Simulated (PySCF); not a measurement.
## Spinor energies of Bi⁶⁴⁺ (bismuth, charge +64)

Start: [Ar] 3d1; 3d5/2 filled at m_j = +5/2. Calculated with PySCF 2.14 in an even-tempered Gaussian basis (15 s from 21 bohr⁻², ratio 2.8; 12 p from 28 bohr⁻², ratio 2.8; 8 d from 28 bohr⁻², ratio 2.8; 3 f from 84 bohr⁻², ratio 3): generalised Hartree-Fock with the X2C-1e Hamiltonian and a Gaussian nucleus; one run each with spin-orbit coupling (SO) screened by Boettger's factors, then bare. This is a chosen level, not necessarily the ground level.

```tsv
spinor shell	electrons	ε, screened SO (eV)	ε, bare SO (eV)	weight of nominal j (bare SO)	rms radius, bare SO (bohr)
1s1/2	2	-96034.5	-96032.7	1.000	0.0178
2s1/2	2	-21379.1	-21378.7	1.000	0.0712
2p1/2	2	-20745.0	-20798.0	1.000	0.0598
2p3/2	4	-18389.6	-18374.7	1.000	0.0682
3s1/2	2	-8301.9	-8301.8	1.000	0.175
3p1/2	2	-8042.2	-8055.7	1.000	0.165
3p3/2	4	-7435.5	-7431.5	1.000	0.180
3d5/2	1	-7009.8	-7002.7	1.000	0.156
```

```
   quantity   screened SO       bare SO
E (hartree)  -17060.82220  -17062.76734
        M_J           5/2           5/2
       ⟨J²⟩         8.750         8.750
       ⟨L²⟩         6.096         6.101
       ⟨S²⟩         0.846         0.851
```

Each row is a mean over spinors that exchange with the open shell spreads, by up to 31.144 eV (3p3/2).

Breit and QED terms are absent; they matter most for the inner s and p1/2 levels.

Densities and radii are taken from the X2C orbitals without a picture-change correction, which distorts them close to the nucleus.
